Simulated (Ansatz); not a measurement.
`[OH][InH2]` + `C[SeH]` → `C[Se][InH2]` + H₂O at 400 K and 1 bar (ligand exchange at the In–O bond).

Isolated molecules relaxed with PBE0-D4/def2-TZVP in Ansatz; ΔE leaves out vibrations. CCSD(T)/CBS is the MP2 limit (def2-TZVPP, def2-QZVPP) plus CCSD(T) − MP2 in def2-TZVPP, frozen cores. This one scheme is used for every species. Elements past krypton have def2 core potentials. For In, Se outer-core shells are correlated without core-valence functions, which leaves a few kJ/mol of doubt a bond. Scalar relativity is left out up to krypton.

| species | CCSD(T)/CBS energy (Eh) | H − E (kJ/mol) | S (J/(mol·K)) |
| --- | --- | --- | --- |
| `[OH][InH2]` | -266.78179 | 85.2 | 295.5 |
| `C[SeH]` | -2441.15625 | 135.4 | 284.5 |
| `C[Se][InH2]` | -2631.58862 | 160.0 | 378.5 |
| H₂O | -76.37941 | 69.8 | 198.6 |

H − E and S are ideal-gas, rigid-rotor, harmonic terms from PBE0-D4/def2-TZVP. 1 Eh = 2625.50 kJ/mol, R = 8.31446 J/(mol·K).

**Question.** By hand: ΔE, ΔH, ΔS and ΔG.

**Answer.** ΔE = (-2631.58862) + (-76.37941) − (-266.78179) − (-2441.15625) = -0.02999 Eh = -78.7 kJ/mol. Δ(H − E) = 160.0 + 69.8 − 85.2 − 135.4 = 9.2, so ΔH = -69.5 kJ/mol. ΔS = 378.5 + 198.6 − 295.5 − 284.5 = -2.9 J/(mol·K). ΔG = -69.5 − 400 × (-2.9)/1000 = -68.3 kJ/mol.

**Question.** By hand: the equilibrium constant, and the temperature at which ΔG would vanish if ΔH and ΔS stayed fixed.

**Answer.** log₁₀ K = −ΔG/(RT ln 10) = 8.9. ΔG = 0 at ΔH/ΔS = 23966 K, far beyond where these terms or the molecules hold.

The number of gas molecules stays the same, so ΔS is small and ΔH decides. A doubt of 5 kJ/mol in ΔE shifts log₁₀ K by 0.7 here. Modes under 60 cm⁻¹, often nearly free rotors, make the harmonic entropy too high. These are equilibria of isolated gas molecules and say nothing of rates. Largest T1 diagnostic: 0.017 (customary marks: 0.02 for closed shells, 0.045 for open ones).
